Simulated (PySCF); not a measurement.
# Spinor energies of Ir (iridium, neutral)

Start: [Xe] 4f14 5d8 6s1; 5d3/2 filled at m_j = -1/2, +1/2, +3/2; 5d5/2 filled at m_j = -3/2, -1/2, +1/2, +3/2, +5/2; 6s1/2 filled at m_j = +1/2. Calculated with PySCF 2.14 in x2c-TZVPall-2c with one added diffuse shell each of s, p, d type (12s12p11d2f, 117 functions): generalised Hartree-Fock with the X2C-1e Hamiltonian and a Gaussian nucleus; spin-orbit coupling (SO) screened by Boettger's factors. This is a chosen level, not necessarily the ground level.

```csv
spinor shell,electrons,"ε, screened SO (eV)",weight of nominal j (screened SO),"rms radius, screened SO (bohr)"
1s1/2,2,-76505.0,1.000,0.0197
2s1/2,2,-13525.3,1.000,0.0795
2p1/2,2,-12933.7,1.000,0.0675
2p3/2,4,-11300.4,1.000,0.0752
3s1/2,2,-3226.4,1.000,0.203
3p1/2,2,-2962.0,1.000,0.195
3p3/2,4,-2598.8,1.000,0.210
3d3/2,4,-2162.4,1.000,0.185
3d5/2,6,-2084.3,1.000,0.189
4s1/2,2,-720.65,1.000,0.450
4p1/2,2,-607.97,1.000,0.456
4p3/2,4,-520.88,1.000,0.490
4d3/2,4,-335.86,1.000,0.507
4d5/2,6,-318.99,1.000,0.519
5s1/2,2,-112.26,1.000,1.06
4f5/2,6,-80.976,0.998,0.586
4f7/2,8,-77.754,0.999,0.587
5p1/2,2,-75.443,0.995,1.16
5d5/2,5,-10.044,0.695,1.94
5d3/2,3,-11.151,0.791,1.89
6s1/2,1,-7.968,0.993,3.37
```

Problem. Where does 5p3/2 lie, and what is the 5p spin-orbit splitting (screened SO)?

Solution. At -59.994 eV, 15.448 eV above 5p1/2.

```
   quantity   screened SO
E (hartree)  -17839.00705
        M_J           9/2
       ⟨J²⟩        24.764
       ⟨L²⟩        12.348
       ⟨S²⟩         3.845
```

Each row is a mean over spinors that exchange with the open shell spreads, by up to 5.865 eV (5p3/2).

Rows whose weight is well below 1 are mixtures of j = l ± 1/2: exchange outweighs spin-orbit coupling there, and the label is only the starting occupation.

Breit and QED terms are absent; they matter most for the inner s and p1/2 levels.

Densities and radii are taken from the X2C orbitals without a picture-change correction, which distorts them close to the nucleus.
